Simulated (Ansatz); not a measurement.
Reaction (redistribution): `C=C[O][GaH2]` + `[OH][GaH][SiH2]F` → `[OH][GaH][GaH2]` + `C=CO[SiH2]F`

Computed with Ansatz on PBE0-D4/def2-TZVP structures; ΔE is electronic, products minus reactants. CBS: MP2 limit from def2 TZ/QZ plus the TZ coupled-cluster correction, frozen cores. Functionals use def2-TZVPP. B3LYP here is the variant with VWN-RPA as its local correlation; programs differ in this. For Ga outer-core shells are correlated without core-valence functions, which leaves a few kJ/mol of doubt a bond. Scalar relativity is left out up to krypton. One conformer a species, not always the lowest.

`C=C[O][GaH2]`:

```xyz
9

C     1.399    0.458    0.358
C     0.393    0.958   -0.352
O    -0.904    0.628   -0.248
Ga   -1.538   -1.046   -0.034
H     1.248   -0.299    1.120
H     2.406    0.815    0.192
H     0.572    1.739   -1.091
H    -3.056   -1.046    0.296
H    -0.520   -2.206   -0.241
```

`[OH][GaH][SiH2]F`:

```xyz
8

O     0.524    1.581   -1.605
Ga   -0.393    1.159   -0.128
Si   -0.071   -1.088    0.713
F     0.966   -1.840   -0.266
H     1.072    0.868   -1.940
H    -1.281    2.326    0.410
H    -1.326   -1.888    0.732
H     0.508   -1.119    2.084
```

`[OH][GaH][GaH2]`:

```xyz
7

O    -0.115   -1.274   -1.552
Ga    0.673   -0.527   -0.116
Ga   -0.712    1.235    0.903
H     0.408   -1.963   -1.968
H     2.093   -1.120    0.239
H    -1.751    0.910    2.042
H    -0.595    2.739    0.452
```

`C=CO[SiH2]F`:

Z-matrix (Å, degrees):
```
Si
F 1 1.592
O 1 1.635 2 110.4
H 1 1.481 2 106.8 3 -119.5
H 1 1.473 2 108.3 3 116.3
C 3 1.360 1 126.6 2 -80.9
C 6 1.322 3 122.4 1 170.1
H 6 1.089 3 115.4 1 -10.7
H 7 1.082 6 121.4 3 -0.8
H 7 1.081 6 119.6 3 179.2
```

```csv
level,ΔE (kcal/mol),difference from CCSD(T)/CBS
PBE-D4,-12.6,3.7
r2SCAN-D4,-14.4,1.9
PBE0-D4,-14.7,1.6
B3LYP-D4,-15.6,0.7
ωB97X-V,-15.0,1.3
ωB97M-V,-16.7,-0.4
B2PLYP,-16.0,0.3
PBE,-13.0,3.3
r2SCAN,-14.5,1.8
PBE0,-15.1,1.2
B3LYP,-16.3,0.0
HF/def2-TZVPP,-19.7,-3.4
MP2/def2-TZVPP,-15.9,0.4
SCS-MP2/def2-TZVPP,-16.2,0.1
CCSD/def2-TZVPP,-16.7,-0.4
CCSD(T)/def2-TZVPP,-15.7,0.6
HF/def2-QZVPP,-19.8,-3.5
MP2/def2-QZVPP,-16.3,0.0
SCS-MP2/def2-QZVPP,-16.6,-0.3
HF/CBS(def2),-19.8,-3.5
MP2/CBS(def2),-16.5,-0.2
CCSD/CBS(def2),-17.3,-1.0
CCSD(T)/CBS,-16.3,0
```

Largest T1 diagnostic among the species: 0.015.

In def2-TZVPP, CCSD(T) changes the Hartree–Fock value by +4.0 kcal/mol (the triples alone add +1.0 kcal/mol) and MP2 by +3.8 kcal/mol. From PBE to PBE0 (25 % exact exchange), in def2-TZVPP and without D4, ΔE moves by −2.1 kcal/mol.
